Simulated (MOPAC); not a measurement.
Input for MOPAC: PM3 on NaP+, 2S+1 = 4, a spin state set in the input, which need not be the lowest, a point of a bond scan (R = 2.915 Å). Charge +1.

```
PM3 1SCF PRECISE CHARGE=1 UHF MS=1.5 THREADS=1
NaP

Na     0.00000000 1     0.00000000 1     0.00000000 1
P      0.00000000 1     0.00000000 1     2.91539600 1
```

Program output:

```
*******************************************************************************
 **                                                                           **
 **                              MOPAC v23.2.5                                **
 **                                                                           **
 *******************************************************************************
 ** MOPAC's Digital Object Identifier: https://doi.org/10.5281/zenodo.6511958 **
 **                                                                           **
 ** Please cite the open-source release paper for use of this MOPAC version:  **
 ** J. E. Moussa and J. J. P. Stewart (2026)                                  **
 ** MOPAC: An open-source semiempirical molecular orbital program             **
 ** J. Open Source Softw., 11(119), 8025, https://doi.org/10.21105/joss.08025 **
 *******************************************************************************

                              PM3 CALCULATION RESULTS

 *******************************************************************************
 *  PM3        - The PM3 Hamiltonian to be used
 *  UHF        - UNRESTRICTED HARTREE-FOCK CALCULATION
 *
 *
 *
 *                 CHARGE ON SYSTEM = +1
 *
 *
 *
 *  MS=        - IN MECI, MAGNETIC COMPONENT OF SPIN =  1.5
 *  PRECISE    - TIGHTER CRITERIA TO BE USED
 *  1SCF       - DO 1 SCF AND THEN STOP
 *  THREADS=1  - MULTI-THREADING NOT USED
 *  T=         - A TIME OF 172800.0 SECONDS REQUESTED
 *  DUMP=N     - RESTART FILE WRITTEN EVERY 7200.0 SECONDS REQUESTED
 *******************************************************************************
PM3 1SCF PRECISE CHARGE=1 UHF MS=1.5 THREADS=1
 NaP

   ATOM   CHEMICAL          X               Y               Z
  NUMBER   SYMBOL      (ANGSTROMS)     (ANGSTROMS)     (ANGSTROMS)

     1      Na          0.00000000  *   0.00000000  *   0.00000000  *
     2       P          0.00000000  *   0.00000000  *   2.91539600  *



          CARTESIAN COORDINATES

    NO.       ATOM           X           Y           Z

     1        Na          0.0000      0.0000      0.0000
     2         P          0.0000      0.0000      2.9154

 Na: (PM3): J. J. P. STEWART, J. MOL. MOD., 10, 155-164 (2004)
  P: (PM3): J. J. P. STEWART, J. COMP. CHEM. 10, 209 (1989).

           Empirical Formula: Na P  =     2 atoms



      MOLECULAR POINT GROUP   :   C*v


          UHF CALCULATION, NO. OF ALPHA ELECTRONS =    4
                           NO. OF BETA  ELECTRONS =    1

 -------------------------------------------------------------------------------
 PM3 1SCF PRECISE CHARGE=1 UHF MS=1.5 THREADS=1
 NaP



     1SCF WAS SPECIFIED, SO BFGS WAS NOT USED
     SCF FIELD WAS ACHIEVED


                              PM3 CALCULATION
                                                       MOPAC v23.2.5 Linux




          FINAL HEAT OF FORMATION =        217.46047 KCAL/MOL =     909.85462 KJ/MOL


          COSMO AREA              =        116.24 SQUARE ANGSTROMS
          COSMO VOLUME            =        107.89 CUBIC ANGSTROMS

          IONIZATION POTENTIAL    =         13.268512 EV
          ALPHA SOMO LUMO (EV)    =        -13.269 -4.297
          BETA  SOMO LUMO (EV)    =        -21.816 -6.632
          NO. OF ALPHA ELECTRONS  =          4
          NO. OF BETA  ELECTRONS  =          1
          MOLECULAR WEIGHT        =         53.9635         POINT GROUP:  C*v

          MOLECULAR DIMENSIONS (Angstroms)

            Atom       Atom       Distance
            P     2   Na     1     2.91540
            P     2   Na     1     0.00000
           Na     1    P     2     0.00000


          SCF CALCULATIONS        =          1





   ATOM   CHEMICAL          X               Y               Z
  NUMBER   SYMBOL      (ANGSTROMS)     (ANGSTROMS)     (ANGSTROMS)

     1      Na          0.00000000  *   0.00000000  *   0.00000000  *
     2       P          0.00000000  *   0.00000000  *   2.91539600  *

                             CARTESIAN COORDINATES

   1   Na        0.000000000     0.000000000     0.000000000
   2    P        0.000000000     0.000000000     2.915396000


           Empirical Formula: Na P  =     2 atoms



      MOLECULAR POINT GROUP   :   C*v


          ALPHA EIGENVALUES
 -26.27944 -13.60631 -13.26851 -13.26851  -4.29698  -3.16113  -3.16113  -2.60194


           BETA EIGENVALUES
 -21.81620  -6.63163  -6.20456  -6.20456  -4.26081  -3.09249  -3.09249  -2.40858


              NET ATOMIC CHARGES AND DIPOLE CONTRIBUTIONS

  ATOM NO.   TYPE          CHARGE      No. of ELECS.   s-Pop       p-Pop
    1         Na           0.867123        0.1329     0.00637     0.12651
    2          P           0.132877        4.8671     1.93066     2.93647
 DIPOLE           X         Y         Z       TOTAL
 POINT-CHG.     0.000     0.000    -6.177     6.177
 HYBRID        -0.000     0.000     0.180     0.180
 SUM           -0.000     0.000    -5.997     5.997


          ATOMIC ORBITAL ELECTRON POPULATIONS

     Atom    s        px        py        pz
    1 Na   0.00637   0.01274   0.01274   0.10102
    2  P   1.93066   0.98726   0.98726   0.96195


                    (SZ)    =    1.500000
                    (S**2)  =    3.751374


          ATOMIC ORBITAL SPIN POPULATIONS

    Atom   Total    s     px     py     pz
         Atomic
    1 Na  0.0497  0.006  0.013  0.013  0.018
    2  P  2.9503  0.024  0.987  0.987  0.951

 **********************
 *                    *
 * JOB ENDED NORMALLY *
 *                    *
 **********************




 == MOPAC DONE ==
```

The run finished.

Cost: roughly 0.020 core-seconds.
